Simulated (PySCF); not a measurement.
Calculation: PySCF with PBE-D3(BJ)/def2-TZVP // PBE0-D3(BJ)/def2-TZVP. Isolated molecules, 0 K electronic values unless said otherwise. 

Reference species (SMILES): `[CH2][GeH3]` (neutral, multiplicity 2).

```json
{
 "dipole_moment": "0.48 D"
}
```

Changed species: `[CH3][GeH2]` (H atom removed from Ge2; the reference has H atom removed from C1).

**Question.** What does the change do to the dipole moment?

**Answer.** the dipole moment rises by 0.39 D, to 0.87 D.
